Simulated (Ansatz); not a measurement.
Computed with Ansatz on PBE0-D4/def2-TZVP structures; ΔE is electronic, products minus reactants. CBS: MP2 limit from def2 TZ/QZ plus the TZ coupled-cluster correction, frozen cores. This one scheme is used for every species, atoms too. Functionals use def2-TZVPP. B3LYP here is the variant with VWN-RPA as its local correlation; programs differ in this. Open shells (•) are unrestricted, without spin–orbit coupling. Spin–orbit coupling would lower the free atoms: a little for C, Cl, F, Si. One conformer a species, not always the lowest.

Consider the atomization: `C[C@H](F)[Si@H](F)Cl` → 2 C• + Cl• + 2 F• + 5 H• + Si•.

Task: What is ΔE at CCSD(T)/CBS? (An estimate is asked.)

Result: The calculation gave: +1003.3 kcal/mol.

Task: What do these levels give: PBE0-D4, PBE0, B3LYP, MP2/def2-QZVPP, HF/CBS(def2), MP2/CBS(def2)? (Estimate.)

Result: Ansatz gave: PBE0-D4 1001.3, PBE0 996.3, B3LYP 987.3, MP2/def2-QZVPP 1015.9, HF/CBS(def2) 748.2, MP2/CBS(def2) 1026.8 kcal/mol.

Largest T1 diagnostic among the species: 0.012.

The D4 term adds +9.5 kcal/mol with B3LYP and +5.0 kcal/mol with PBE0; it sums over pairs of atoms, weighted by their polarisabilities, and B3LYP, whose exchange is more repulsive, gets the larger term. In def2-TZVPP, CCSD(T) changes the Hartree–Fock value by +230.0 kcal/mol (the triples alone add +14.3 kcal/mol) and MP2 by +253.5 kcal/mol; breaking electron pairs costs correlation energy, which Hartree–Fock lacks.

For atomizations the MP2-based limit and the directly extrapolated one differ by several kJ/mol either way, and by 10 to 25 for some Ge, Se and Sn compounds, so smaller differences from it don't rank the levels.
